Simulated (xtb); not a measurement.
silacyclobutane (C3H8Si), SMILES [SiH2]1CCC1. All values are semi-empirical tight-binding results from xtb (GFN2-xTB unless named), good for trends rather than for accurate numbers. Geometry: GFN2-xTB.

Optimised geometry:

Bond lengths (Å): C1–C2 1.543, C1–C4 1.543, C1–H5 1.090, C1–H6 1.089, C2–Si3 1.912, C2–H7 1.088, C2–H8 1.088, Si3–C4 1.912, Si3–H9 1.464, Si3–H10 1.463, C4–H11 1.088, C4–H12 1.088. Angles (°): C2–C1–C4 100.0, C2–C1–H5 113.4, C2–C1–H6 111.1, C4–C1–H5 113.4, C4–C1–H6 111.1, H5–C1–H6 107.9, C1–C2–Si3 91.1, C1–C2–H7 112.0, C1–C2–H8 113.7, Si3–C2–H7 114.3, Si3–C2–H8 118.1, H7–C2–H8 107.2, C2–Si3–C4 76.4, C2–Si3–H9 115.5, C2–Si3–H10 117.5, C4–Si3–H9 115.5, C4–Si3–H10 117.5, H9–Si3–H10 110.8, C1–C4–Si3 91.1, C1–C4–H11 112.0, C1–C4–H12 113.7, Si3–C4–H11 114.3, Si3–C4–H12 118.1, H11–C4–H12 107.2.
Charge 0, spin multiplicity 1.

```
Property                                       Result
--------------------------------------  -------------
point group as xtb finds it                        Cs
orbital gap                                   4.82 eV
dipole moment                                  0.32 D
zero-point energy                       61.1 kcal/mol
G − E(el) at 298.15 K (modified RRHO)   43.6 kcal/mol
static polarisability (D4 model)           62.2 bohr³
solvation energy, GFN2-xTB/ALPB(water)   0.4 kcal/mol
solvation energy, GFN2-xTB/ALPB(ether)  -2.7 kcal/mol
```

Computed atomic charges and the Wiberg bond orders between heavy atoms:
charges (e) C1 -0.06, C2 -0.16, Si3 0.46, C4 -0.16, H5 0.01, H6 0.02, H7 0.02, H8 0.01, H9 -0.08, H10 -0.09, H11 0.02, H12 0.01. Bond orders C1–C2 1.02, C2–Si3 0.89, C1–C4 1.02, Si3–C4 0.89.
